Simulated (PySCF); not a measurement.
Computed with B3LYP-D3(BJ)/def2-TZVP // B3LYP-D3(BJ)/def2-SVP (PySCF 2.14.0). Isolated molecules, 0 K electronic values unless said otherwise. One relaxed conformer stands for a flexible species; it need not be the lowest. B3LYP has the VWN-RPA correlation part, as in Gaussian. Excitations are Tamm–Dancoff values on a coarser integration grid. The basis has no diffuse functions, so Rydberg states are missing or too high.

Reference species (SMILES): `CC[Si](O)(CC)CC` (neutral, multiplicity 1).

```yaml
S1 excitation (TDA): 6.69 eV
T1 excitation (TDA): 6.49 eV
```

Changed species: `O[Si](O)(O)O` (0 of 4 OH replaced by C2H5; the reference has 3 of 4 OH replaced by C2H5).

Question: What does the change do to the S1 excitation (TDA) and T1 excitation (TDA)?

Answer: the S1 excitation (TDA) increases by 1.03 eV, to 7.72 eV; the T1 excitation (TDA) rises by 0.91 eV, to 7.40 eV.
